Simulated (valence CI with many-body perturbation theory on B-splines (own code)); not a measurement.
# Nd²⁹⁺ in brief

Calculated by relativistic CI+MBPT: three valence electrons over a frozen Dirac-Fock core [Ar] 3d10, a basis of 11 s, 11 p, 9 d, 7 f, 5 g, 2 h, 1 i functions for each j, with the one-electron correlation potential Σ1, the two-electron term Σ2, the three-electron term Σ3, Breit, model QED; selected CI, second order for the rest (own B-spline code, finite nucleus).

No measured spectrum was set against this ion. As an estimate, large intervals hold to a few tenths of a per cent, small ones and those within an open d or f shell to about a per cent.

Levels are named by their leading jj configuration (3d3/2^4 stands for four electrons in 3d with j = 3/2), which in mixed levels can hold well under half, so a name can repeat and another be missing.

Rates and lifetimes use the calculated energies. Strong lines usually hold to 10 to 20 %, long lifetimes can be off by a factor of two.

Question: What is the ground level?

Answer: (4s^2 4p1/2) J=1/2, composition 99 % 4s2 4p 2P°, g = 0.662.

Question: What is the ionisation energy?

Answer: 1093.4 eV; NIST lists 1092 ± 4 eV (theoretical).

Question: Where does the other parity begin?

Answer: At (4s 4p1/2^2) J=1/2, 507370 cm⁻¹.

Question: What are the static dipole polarisabilities of the lowest levels?

Answer: (4s^2 4p1/2) J=1/2 0.103; (4s^2 4p3/2) J=3/2 0.112 (tensor 0.0094) bohr³, of which the core gives 0.00640.

Question: Name the longest-lived excited levels whose lifetime is computed, and their main decay.

Answer: (4s 4p3/2 4d5/2) J=9/2 at 1845200 cm⁻¹ lives 9.14 μs, mostly by M1 to (4s 4p1/2 4d5/2) J=7/2; (4s^2 4p3/2) J=3/2 at 253480 cm⁻¹ lives 6.75 μs, mostly by M1 to (4s^2 4p1/2) J=1/2.

Question: How well does LS coupling describe the low levels?

Answer: Among the lowest 20 levels the leading LS term, summed over configurations, holds 73 % on average. For single configurations the figures are 70 % in LS and 84 % in jj coupling. Terms mix most in the J = 3/2 level at 1536100 cm⁻¹, where the leading one holds 39 %.

Question: Among levels below 2708900 cm⁻¹, which E1 lines absorb most strongly from the ground level?

Answer: to (4s^2 4d3/2) J=3/2 at 8.523 nm, f = 0.577; to (4s 4p1/2 4p3/2) J=1/2 at 11.95 nm, f = 0.398; to (4s 4p1/2 4p3/2) J=3/2 at 12.34 nm, f = 0.342.
